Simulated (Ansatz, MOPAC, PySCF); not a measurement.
Pair of molecules: HF (SMILES F) (first 2 atoms) with C2H3F (SMILES C=CF); geometry from B3LYP-D3(BJ)/def2-TZVP, rigid monomers moved along the line of their centres of mass till H2···F5 is 2.07 Å.
(charge 0, multiplicity 1):
```xyz
8

F     -0.09967    -0.05493    -0.30704
H      0.01984     0.44261     0.47217
C     -0.24109    -1.18195     3.14562
C      0.02277     0.07251     3.43446
F      0.18492     1.01489     2.45667
H     -0.34209    -1.52715     2.12590
H     -0.36046    -1.88890     3.95329
H      0.14229     0.51510     4.41235
```

Counterpoise-corrected where a basis set is named; no monomer relaxation.

Rows in 6-31G* carry no dispersion term and start afresh at each structure (6-31G* with six Cartesian d functions). The state that PM6 reach isn't checked.

Run with Ansatz (a quantum-chemistry and plane-wave program); MOPAC for PM6 (differences of heats of formation); PySCF for 6-31G* rows, the dispersion terms. Values without a source in brackets are computed.

Task: One of these levels gives -18.8 kJ/mol for the interaction energy. Which one is it?
(A) HF/6-31G*
(B) r2SCAN-D4/def2-TZVPPD
(C) PM6

Result: B, r2SCAN-D4/def2-TZVPPD. The others give 4.5 (PM6), -16.0 (HF/6-31G*)
